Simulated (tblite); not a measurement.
C2H8GeNSi (doublet state).
Bonds: C1–C2, C2–N3, N3–Si4, Si4–Ge5, C1–Ge5. Hydrogens: H6 on C1; H7, H8 on C2; H9 on N3; H10, H11 on Si4; H12, H13 on Ge5.

Computed with GFN2-xTB (tblite), gas phase: L-BFGS steps from a force-field or distance-geometry start until the largest atomic force falls under 0.01 eV/Å.

Geometry at step 41:
```
atom  x, y, z in Å
C1     -1.3312   -0.3148    0.2858
C2     -0.4392   -1.2946   -0.3950
N3      0.9722   -0.9377   -0.3717
Si4     1.4432    0.7184   -0.2412
Ge5    -0.5737    1.4221    0.6428
H6     -2.3701   -0.6079    0.3885
H7     -0.7784   -1.3657   -1.4488
H8     -0.5806   -2.3045    0.0173
H9      1.5455   -1.6412    0.0689
H10     1.6674    1.2372   -1.5865
H11     2.6573    0.7936    0.5534
H12    -0.8124    1.7848    2.0982
H13    -1.4045    2.5109   -0.0295
```

**Question.** Give the atomic forces at this geometry.

**Answer.** 
| atom | Fx (eV/Å) | Fy (eV/Å) | Fz (eV/Å) |
| --- | --- | --- | --- |
| C1 | -0.102 | 0.096 | 0.087 |
| C2 | -0.048 | 0.075 | 0.060 |
| N3 | -0.077 | -0.165 | 0.074 |
| Si4 | -0.019 | -0.204 | -0.018 |
| Ge5 | -0.256 | 0.169 | 0.056 |
| H6 | 0.189 | 0.003 | -0.053 |
| H7 | 0.152 | -0.014 | 0.011 |
| H8 | 0.053 | 0.098 | 0.022 |
| H9 | -0.074 | 0.061 | -0.169 |
| H10 | 0.047 | 0.077 | -0.168 |
| H11 | 0.081 | 0.001 | 0.110 |
| H12 | 0.032 | -0.068 | -0.005 |
| H13 | 0.021 | -0.130 | -0.009 |

The largest, 0.31 eV/Å, acts on Ge5; the rms over all components is 0.102 eV/Å. The forces sum to zero within rounding, as they must for an isolated molecule in no field.

**Question.** Give the force on Ge5 in Eh/bohr and in nN.

**Answer.** 0.312 eV/Å ÷ 51.422 = 0.00606 Eh/bohr, and 0.312 eV/Å × 1.602 = 0.50 nN.

**Question.** How far is this geometry from the end of the optimisation?

**Answer.** 0.137 eV above it, and 0.352 Å rms away after alignment. The bonds farthest from their final lengths, with half the difference of the two atoms' forces along the bond (positive lengthens):

```csv
bond,now (Å),final (Å),force along bond (eV/Å)
Si4–H11,1.453,1.468,+0.08
N3–Si4,1.727,1.714,-0.01
C2–N3,1.456,1.444,-0.04
C1–Ge5,1.928,1.917,0.00
Ge5–H13,1.526,1.515,-0.17
C1–C2,1.490,1.481,+0.03
```

The angle farthest from its final value is C2–N3–Si4, 120.0° against 124.9°.

Of the 5 listed bonds off by 0.010 Å or more, this force points towards the final length in 4.

What follows is the cost of the whole relaxation. The run took 0.47 s wall on one thread of an Arm Neoverse V2 (shared host).
